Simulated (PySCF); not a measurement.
# C₆ coefficients of unlike pairs at PBE

Calculated with PySCF 2.14 from the dipole response of each species, C₆(A,B) = (3/π) ∫ α_A(iu) α_B(iu) du, in atomic units, from isotropic polarisabilities. For ions this is the dispersion term alone; charge-induced terms of lower order in 1/R come first.

```json
{"species": "Zr", "configuration": "[Kr] 4d2 5s2 (3F)", "basis": "def2-QZVPPD with the def2 core potential (28 electrons) (7s5p4d3f2g)", "relativity": "core potential", "α (bohr³)": "118.7", "C₆ (like pair)": "1626"}
{"species": "Cs⁺", "configuration": "[Xe] (1S)", "basis": "aug-cc-pVTZ-X2C (9s8p6d3f)", "relativity": "spin-free X2C", "α (bohr³)": "15.98", "C₆ (like pair)": "132.4"}
{"species": "P⁺", "configuration": "[Ne] 3s2 3p2 (3P)", "basis": "aug-cc-pV(T+d)Z with one added diffuse shell each of s, p, d, f type (7s6p5d3f)", "relativity": "none", "α (bohr³)": "14.47", "C₆ (like pair)": "74.84"}
{"species": "F²⁺", "configuration": "[He] 2s2 2p3 (4S)", "basis": "aug-cc-pVQZ with one added diffuse shell each of s, p, d, f, g type (7s6p5d4f3g)", "relativity": "none", "α (bohr³)": "1.252", "C₆ (like pair)": "1.595"}
```

Q: Estimate C₆ for F²⁺ with Zr.

A: The integral gives 34.05. The combination rule 2 C_A C_B / (C_A α_B/α_A + C_B α_A/α_B) gives 30.81 and the geometric mean 50.94.

No spin-orbit coupling is included.

The other pairs:

```tsv
pair	C₆
F²⁺, P⁺	9.503
P⁺, Cs⁺	97.90
F²⁺, Cs⁺	13.60
P⁺, Zr	312.2
Cs⁺, Zr	381.9
```
